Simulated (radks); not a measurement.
Results of a calculation; reference values are marked as such.
Ionisation of Re16+, [Kr] 4d10 4f11 5s2, to Re17+, [Kr] 4d10 4f12, under several functionals. Dirac Kohn-Sham, spin-unpolarised, spherical densities, finite nucleus; open shells are shared between the two j in proportion to 2j + 1; a radial shooting solver on a logarithmic mesh with Libxc functionals.

functional         E(Re16+) (hartree)  Exc (hartree)  IE (eV)  -e(HOMO) (eV)  <r> HOMO (bohr)  IE error (eV)
BLYP                      -16624.7818      -320.2911   400.61         387.09           0.5145           -2.4
XLYP                      -16625.7290      -321.2470   400.74         387.11           0.5145           -2.3
HCTH/407                  -16632.9179      -328.7415   397.45         389.41           0.8994           -5.6
exchange-only B88         -16621.4431      -316.9415   399.20         385.58           0.5146           -3.8
AM05                      -16614.4188      -309.8436   399.44         387.57           0.5141           -3.6
RPBE                      -16624.3406      -319.8636   399.07         387.28           0.5141           -3.9
PBEsol                    -16618.8716      -314.3354   399.59         387.43           0.5142           -3.4

NIST Atomic Spectra Database: 403 eV (theoretical). Closest: XLYP. The Delta-SCF values span 3.29 eV, the total energies 18.50 hartree. The highest occupied level is 4f7/2. Spin polarisation and multiplet splitting are left out, so open shells lie too high by an amount that depends on their filling. Sharing an open shell by 2j + 1 raises it above the true ground level by a part of the spin-orbit splitting, which enters the differences from NIST.

Beside tabulated values, note that spin-unpolarised runs miss the spin-polarisation part of the exchange energy of open shells.
